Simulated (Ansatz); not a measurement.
Start from `[CH3][GeH]([F])[CH]=O` and change one atom or group to get `[CH3][GeH]([F])[F]`.

Ansatz, PBE0-D4/def2-TZVP geometries, multiplicity 1. Each molecule was computed in one conformer, which needn't be the lowest.

Scalar relativity is left out up to krypton.

| property | `[CH3][GeH]([F])[CH]=O` |
| --- | --- |
| LUMO energy (ωB97M-V/def2-TZVPP) / eV | 0.53 |
| HOMO–LUMO gap (ωB97M-V/def2-TZVPP) / eV | 9.99 |
| size of the dipole moment (ωB97M-V/def2-TZVPP) / D | 1.21 |
| HOMO energy (PBE0/def2-TZVPP) / eV | -7.20 |
| HOMO energy (PBE/def2-TZVPP) / eV | -5.76 |
| HOMO–LUMO gap (PBE/def2-TZVPP) / eV | 2.87 |

Question: What does the change do to each property? (Estimate.)

Answer: Computed: 
| property | `[CH3][GeH]([F])[F]` | shift |
| --- | --- | --- |
| LUMO energy (ωB97M-V/def2-TZVPP) / eV | 2.35 | 1.82 |
| HOMO–LUMO gap (ωB97M-V/def2-TZVPP) / eV | 14.05 | 4.06 |
| size of the dipole moment (ωB97M-V/def2-TZVPP) / D | 3.17 | 1.96 |
| HOMO energy (PBE0/def2-TZVPP) / eV | -9.45 | -2.25 |
| HOMO energy (PBE/def2-TZVPP) / eV | -7.96 | -2.20 |
| HOMO–LUMO gap (PBE/def2-TZVPP) / eV | 7.67 | 4.80 |

With PBE0 the HOMO falls by 2.25 eV and the LUMO rises by 2.40 eV, so the gap widens by about 4.65 eV. PBE moves the HOMO by -2.20 eV and ωB97M-V by -2.24 eV. Dipoles are sizes alone; their direction can turn.
